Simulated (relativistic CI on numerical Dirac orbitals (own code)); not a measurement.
Radial parameters of Tm61+

Calculated at this level of theory: Dirac-Coulomb-Breit CI, KLI orbitals optimised for each configuration, a model potential for QED, unscaled Slater integrals (own radial code, finite nucleus).

Slater integrals F^k, G^k are unscaled and averaged over j, outside the closed core 1s2; ζ comes from projecting the Hamiltonian with its Breit term on Σ l·s of the shell.

- 2s²2p⁴: F^2(2p,2p) = 1.2981e+06, ζ(2p) = 5.4977e+06 cm⁻¹; <r>(2p) = 0.07247, <r^2>(2p) = 0.006401 (bohr units).
- 2s2p⁵: G^1(2s,2p) = 1.3993e+06, ζ(2p) = 5.4834e+06 cm⁻¹; <r>(2s) = 0.08208, <r^2>(2s) = 0.007991, <r>(2p) = 0.07256, <r^2>(2p) = 0.006416 (bohr units).
- 2p⁵3s: ζ(2p) = 5.5374e+06, G^1(2p,3s) = 140300 cm⁻¹; <r>(2p) = 0.0723, <r^2>(2p) = 0.006371, <r>(3s) = 0.194, <r^2>(3s) = 0.04302 (bohr units).

Averages of the first 10 configurations, taken without configuration mixing, which lowers the lowest level and can move excited configurations by several eV; other configurations of the list can lie among them:

```json
{"Configuration": "2s²2p⁴", "Parity": "even", "States": "15", "Average energy above the lowest level (eV)": "690.3"}
{"Configuration": "2s2p⁵", "Parity": "odd", "States": "12", "Average energy above the lowest level (eV)": "1753.4"}
{"Configuration": "2p⁶", "Parity": "even", "States": "1", "Average energy above the lowest level (eV)": "2873.6"}
{"Configuration": "2p⁵3s", "Parity": "odd", "States": "12", "Average energy above the lowest level (eV)": "10632.6"}
{"Configuration": "2p⁵3p", "Parity": "even", "States": "36", "Average energy above the lowest level (eV)": "10929.7"}
{"Configuration": "2s²2p³3s", "Parity": "odd", "States": "40", "Average energy above the lowest level (eV)": "8517.4"}
{"Configuration": "2p⁵3d", "Parity": "odd", "States": "60", "Average energy above the lowest level (eV)": "11185.7"}
{"Configuration": "2s²2p³3p", "Parity": "even", "States": "120", "Average energy above the lowest level (eV)": "8824.8"}
{"Configuration": "2s²2p³3d", "Parity": "odd", "States": "200", "Average energy above the lowest level (eV)": "9081.0"}
{"Configuration": "2s2p⁴3s", "Parity": "even", "States": "60", "Average energy above the lowest level (eV)": "9546.3"}
```
